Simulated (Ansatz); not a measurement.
```xyz
6

C    -0.6550   -1.1345    0.0000
C     1.3100    0.0000    0.0000
C    -0.6550    1.1345    0.0000
C     0.6550    1.1345    0.0000
C     0.6550   -1.1345    0.0000
C    -1.3100    0.0000    0.0000
```

Basis set: 6-31G (spherical functions). Left uncorrelated: 6 orbitals. Charge 0, multiplicity 1.

Computed with Ansatz (development build ahead of 0.2.0); each method stands on the lowest determinant of its kind that the runs found. Restricted open shells among the atoms or ions are ROHF, correlated in semicanonical orbitals with singles.

The atomization energy at this shape (free ground-state atoms in the same class of orbitals less the molecule, no zero-point energy) of singlet C6:

```json
{"method": "RHF", "atomization energy": "15.85 eV"}
```

Question: What does RHF-MP2 give?

Answer: 28.66 eV.

This basis has no polarisation functions and is too small for such energies, which can lie far from measured ones in either direction.
